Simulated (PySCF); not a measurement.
PySCF input for GeH2I2, SMILES [I][GeH2][I], IEF-PCM-ωB97X/def2-SVP. The structure is a stationary point at B3LYP-D3(BJ)/def2-SVP. The def2 effective core potentials stand for the cores of I; spin–orbit coupling is left out.

```python
import numpy as np
from pyscf import gto, scf, dft
from pyscf.solvent import pcm

mol = gto.M(
    atom='''
    Ge    0.00000000    0.00000000    1.07897974
    I     2.08670943    0.00000000   -0.36199188
    I    -2.08670943    0.00000000   -0.36199188
    H     0.00000000    1.28501173    1.92189406
    H     0.00000000   -1.28501173    1.92189406
    ''',
    basis='def2-SVP',
    ecp={'I': 'def2-svp'},
    charge=0,
    spin=0,
    max_memory=1600,
    verbose=3,
)
mf = dft.RKS(mol, xc='wb97x').density_fit(auxbasis='def2-universal-jkfit')
mf.grids.level = 3
mf.conv_tol = 1e-9
mf.max_cycle = 100
mf.kernel()
res = {}
for name, eps in {'water': 78.355, '2-propanol': 19.264, 'ethylethanoate': 5.9867}.items():
    s = mf.PCM()
    s.with_solvent.method, s.with_solvent.eps, s.with_solvent.lebedev_order = 'IEF-PCM', eps, 29
    s.kernel(mf.make_rdm1())
    res[name] = (s.e_tot, eps, s.dip_moment(), s.mo_energy, s.converged)
    print(f'{name}: electrostatic solvation free energy {(s.e_tot - mf.e_tot) * 627.509474:.3f} kcal/mol')
```

Log of the run:

```
converged SCF energy = -2673.55076293529

WARN: PCM is an experimental feature. It is still in testing.
Features and APIs may be changed in the future.

converged SCF energy = -2673.55421073783
Dipole moment(X, Y, Z, Debye): -0.00000, -0.00000,  2.14187
water: electrostatic solvation free energy -2.164 kcal/mol

WARN: PCM is an experimental feature. It is still in testing.
Features and APIs may be changed in the future.

converged SCF energy = -2673.55398432595
Dipole moment(X, Y, Z, Debye): -0.00000, -0.00000,  2.09121
2-propanol: electrostatic solvation free energy -2.021 kcal/mol

WARN: PCM is an experimental feature. It is still in testing.
Features and APIs may be changed in the future.

converged SCF energy = -2673.5533861737
Dipole moment(X, Y, Z, Debye): -0.00000, -0.00000,  1.96180
ethylethanoate: electrostatic solvation free energy -1.646 kcal/mol
```

The run converged.
